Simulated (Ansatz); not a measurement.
Mulliken charges of C₂H₄OSi, SMILES `C1=C[SiH2]O1` from ωB97M-V/def2-TZVPP in Ansatz (PBE0-D4/def2-TZVP geometry).

```json
{"atom": "C1", "x (Å)": "-0.660", "y (Å)": "0.776", "z (Å)": "-0.483", "charge (e)": "0.188"}
{"atom": "C2", "x (Å)": "0.232", "y (Å)": "0.828", "z (Å)": "0.521", "charge (e)": "-0.403"}
{"atom": "Si3", "x (Å)": "0.438", "y (Å)": "-0.950", "z (Å)": "0.144", "charge (e)": "0.464"}
{"atom": "O4", "x (Å)": "-0.745", "y (Å)": "-0.496", "z (Å)": "-1.010", "charge (e)": "-0.405"}
{"atom": "H5", "x (Å)": "-1.301", "y (Å)": "1.529", "z (Å)": "-0.936", "charge (e)": "0.119"}
{"atom": "H6", "x (Å)": "0.517", "y (Å)": "1.672", "z (Å)": "1.124", "charge (e)": "0.108"}
{"atom": "H7", "x (Å)": "1.682", "y (Å)": "-1.438", "z (Å)": "-0.500", "charge (e)": "-0.036"}
{"atom": "H8", "x (Å)": "-0.071", "y (Å)": "-1.977", "z (Å)": "1.085", "charge (e)": "-0.036"}
```

By hand: the dipole of these point charges (1 e Å = 4.8032 D).

Σ q r = (0.130, 0.058, 0.164) e Å, of length 0.217 e Å = 1.04 D.

How does the dipole of the full density compare? (An estimate is asked.)

Ansatz gave: (0.113, 0.129, 0.170) e Å, 1.16 D; the point charges give 0.90 times that, at 17° from its direction.

Point charges leave out the atoms' own dipoles, such as those of lone pairs, and Mulliken's split depends on the basis, so the close match here is no proof of good charges.
